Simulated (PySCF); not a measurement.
# Stretching TeF

Set-up: PySCF, scalar-relativistic core potentials, basis sets Te cc-pVDZ-PP with ECP28, F cc-pVDZ. Energies in eV from Te + F in their ground configurations at the same level. State: ²Π (doublet), unpaired electrons π ↑.

All columns are MN15. A positive dipole means Te(−)F(+).

```json
{"R (Å)": "1.677", "E (eV)": "-1.850", "μ (D)": "-1.27", "Mulliken charge on Te (basis-dependent)": "0.36", "HOMO (eV)": "-6.30", "LUMO (eV)": "-2.98", "Mayer bond order": "0.96", "⟨S²⟩": "0.75"}
{"R (Å)": "1.755", "E (eV)": "-2.630", "μ (D)": "-1.65", "Mulliken charge on Te (basis-dependent)": "0.37", "HOMO (eV)": "-6.46", "LUMO (eV)": "-3.14", "Mayer bond order": "0.95", "⟨S²⟩": "0.75"}
{"R (Å)": "1.833", "E (eV)": "-3.041", "μ (D)": "-2.01", "Mulliken charge on Te (basis-dependent)": "0.38", "HOMO (eV)": "-6.61", "LUMO (eV)": "-3.30", "Mayer bond order": "0.95", "⟨S²⟩": "0.75"}
{"R (Å)": "1.891", "E (eV)": "-3.176", "μ (D)": "-2.27", "Mulliken charge on Te (basis-dependent)": "0.39", "HOMO (eV)": "-6.72", "LUMO (eV)": "-3.42", "Mayer bond order": "0.94", "⟨S²⟩": "0.75"}
{"R (Å)": "1.950", "E (eV)": "-3.203", "μ (D)": "-2.52", "Mulliken charge on Te (basis-dependent)": "0.40", "HOMO (eV)": "-6.83", "LUMO (eV)": "-3.53", "Mayer bond order": "0.94", "⟨S²⟩": "0.75"}
{"R (Å)": "2.009", "E (eV)": "-3.149", "μ (D)": "-2.75", "Mulliken charge on Te (basis-dependent)": "0.40", "HOMO (eV)": "-6.94", "LUMO (eV)": "-3.63", "Mayer bond order": "0.93", "⟨S²⟩": "0.75"}
{"R (Å)": "2.087", "E (eV)": "-2.987", "μ (D)": "-3.05", "Mulliken charge on Te (basis-dependent)": "0.40", "HOMO (eV)": "-7.07", "LUMO (eV)": "-3.76", "Mayer bond order": "0.93", "⟨S²⟩": "0.75"}
{"R (Å)": "2.184", "E (eV)": "-2.691", "μ (D)": "-3.38", "Mulliken charge on Te (basis-dependent)": "0.40", "HOMO (eV)": "-7.21", "LUMO (eV)": "-3.91", "Mayer bond order": "0.92", "⟨S²⟩": "0.75"}
{"R (Å)": "2.301", "E (eV)": "-2.268", "μ (D)": "-3.73", "Mulliken charge on Te (basis-dependent)": "0.39", "HOMO (eV)": "-7.37", "LUMO (eV)": "-4.07", "Mayer bond order": "0.92", "⟨S²⟩": "0.76"}
{"R (Å)": "2.457", "E (eV)": "-1.680", "μ (D)": "-4.01", "Mulliken charge on Te (basis-dependent)": "0.37", "HOMO (eV)": "-7.50", "LUMO (eV)": "-4.18", "Mayer bond order": "0.88", "⟨S²⟩": "0.81"}
```

A fit through these points gives, at Re = 1.937 Å, μ = -2.47 D and dμ/dR = -4.17 D/Å; the reduced mass is 16.57 u.

Task: How strong is the fundamental in the double-harmonic approximation, I = 42.26·(dμ/dR)²/μred km/mol?

Result: I = 42.26·(-4.17)²/16.57 = 44.3 km/mol at MN15.

Spin–orbit coupling is left out, which matters for elements this heavy, above all for dissociation energies. The state is the lowest determinant that a PBE0 search found; another state may lie lower at other levels.
